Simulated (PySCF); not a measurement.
1-hydroxysiletane (C₃H₈OSi), SMILES O[SiH]1CCC1.

Geometry: B3LYP-D3(BJ)/def2-SVP. The values are those of a single conformer.

Two levels are set side by side: TDA-PBE/def2-SVPD (PySCF) and TDA-M06-2X/def2-SVPD (PySCF). Vertical, same geometry. The lowest singlet is HOMO→LUMO 99 % with PBE and HOMO→LUMO 80 % with the other functional; states are paired by order. Differences are taken from unrounded values.

```csv
quantity,TDA-M06-2X
lowest singlet excitation (eV),6.99
lowest triplet excitation (TDA) (eV),6.78
first bright state (f over 0.05) (eV),7.98
its oscillator strength,0.13
```

Q: What does TDA-PBE give, and how far is it from TDA-M06-2X? (Estimate from the structure and the level; the computed values follow.)

A: 
```json
[
 {"quantity": "lowest singlet excitation (eV)", "TDA-PBE": "6.01", "TDA-PBE minus TDA-M06-2X": "-0.98"},
 {"quantity": "lowest triplet excitation (TDA) (eV)", "TDA-PBE": "5.81", "TDA-PBE minus TDA-M06-2X": "-0.96"},
 {"quantity": "first bright state (f over 0.05) (eV)", "TDA-PBE": "7.60", "TDA-PBE minus TDA-M06-2X": "-0.38"},
 {"quantity": "its oscillator strength", "TDA-PBE": "0.08", "TDA-PBE minus TDA-M06-2X": "-0.06"}
]
```

Functionals without exact exchange tend to place singlet excitations lower, as here. Differences between two approximate levels are no errors against the true value.

Rough cost on one machine, each run with all the roots and properties that it gave: TDA-M06-2X against TDA-PBE about 9 times.
